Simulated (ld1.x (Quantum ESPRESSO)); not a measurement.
## Transferability test, ultrasoft potential for Pb

Pb, ultrasoft, made with ld1.x (Quantum ESPRESSO) 7.5 (PBE, scalar-relativistic). Core [Xe] 4f14, reference 5d10 6s2 6p2. Waves: 6s (bound): rcut 1.75, rcutus 2.35 bohr; 6s channel at 0.5 Ry: rcut 1.75, rcutus 2.35 bohr; 6p (bound): rcut 2.60, rcutus 2.80 bohr; 6p channel at 4.45 Ry: rcut 2.60, rcutus 2.80 bohr; 5d (bound): rcut 1.75, rcutus 2.35 bohr; 5d channel at 2.6 Ry: rcut 1.75, rcutus 2.35 bohr; 5f channel at 0.05 Ry: rcut 2.35, rcutus 2.65 bohr; 5f channel at 0.55 Ry: rcut 2.35, rcutus 2.65 bohr. Local part: all-electron potential smoothed inside 2.05 bohr (lloc = -2). Core correction: Bessel-smoothed model core inside 2.35 bohr. Augmentation charge: PSQ, inside the norm-conserving radii.

Energies are relative to the spin-unpolarised reference configuration 5d10 6s2 6p2; without spin polarisation the order of configurations can differ from experiment.

Q: Give the all-electron excitation energy and the error of the potential for: 5d10 6s2 6p1; 5d10 6s2 6p0; 5d10 6s1 6p0; 5d10 6s0 6p4; 5d10 6s2 6p1.5; 5d10 6s1 6p2; 5d9 6s2 6p2.

A:

```
valence configuration  charge  ΔE all-electron (eV)  error AE − PS (meV)
         5d10 6s2 6p1      +1                 6.575                 -3.7
         5d10 6s2 6p0      +2                20.020                  -21
         5d10 6s1 6p0      +3                52.430                  -53
         5d10 6s0 6p4       0                17.835                  +11
       5d10 6s2 6p1.5    +0.5                 2.492                 -1.0
         5d10 6s1 6p2      +1                16.103                 -2.9
          5d9 6s2 6p2      +1                27.163                  -72
```

Levels in the configuration 5d10 6s1 6p2:

```tsv
level	all-electron (eV)	pseudo (eV)
5d	-30.577	-30.604
6s	-20.378	-20.375
6p	-10.697	-10.699
```
